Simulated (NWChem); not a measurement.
System: C3H4F2Si; SMILES F[SiH2]C=C=CF

```xyz
10

F     -0.4862    -3.1802     0.1399
C      0.3404    -2.2309     0.5810
C      0.4742    -1.0651    -0.0049
C      0.5975     0.1297    -0.5306
Si    -0.5121     1.5318     0.0093
F      0.3997     2.7171     0.6512
H      0.9055    -2.5174     1.4735
H      1.3539     0.2943    -1.3132
H     -1.2192     2.1177    -1.1632
H     -1.4564     1.0402     1.0458
```
Atoms are numbered in this order, from 1.

Level: PBE0/def2-SVP (NWChem), optimised geometry, unscaled harmonic frequencies. 

Question: List the harmonic frequencies with IR intensities, and the thermochemistry.

Answer: 
| frequency (cm⁻¹) | IR intensity (km/mol) |
|---|---|
| 39 | 2.4 |
| 89 | 1.6 |
| 183 | 7.3 |
| 204 | 1.3 |
| 330 | 13.8 |
| 425 | 12.7 |
| 569 | 46.7 |
| 658 | 2.4 |
| 735 | 48.4 |
| 765 | 13.6 |
| 779 | 14.5 |
| 869 | 21.0 |
| 880 | 44.1 |
| 927 | 331.8 |
| 960 | 161.2 |
| 1044 | 32.9 |
| 1178 | 40.2 |
| 1257 | 60.5 |
| 1440 | 216.4 |
| 2094 | 6.8 |
| 2261 | 119.8 |
| 2283 | 91.9 |
| 3136 | 1.6 |
| 3216 | 3.8 |

The zero-point energy comes out as 37.6 kcal/mol, the thermal correction to the enthalpy at 298.15 K (with zero-point energy) is 42.7 kcal/mol and the heat capacity Cv comes out as 23.6 cal/(mol K). The entropy at 298.15 K and 1 atm (symmetry number 1) comes out as 85.5 cal/(mol K). The dipole moment is 0.51 D.

Rigid rotor and harmonic oscillator; modes under 100 cm⁻¹ make the entropy uncertain.
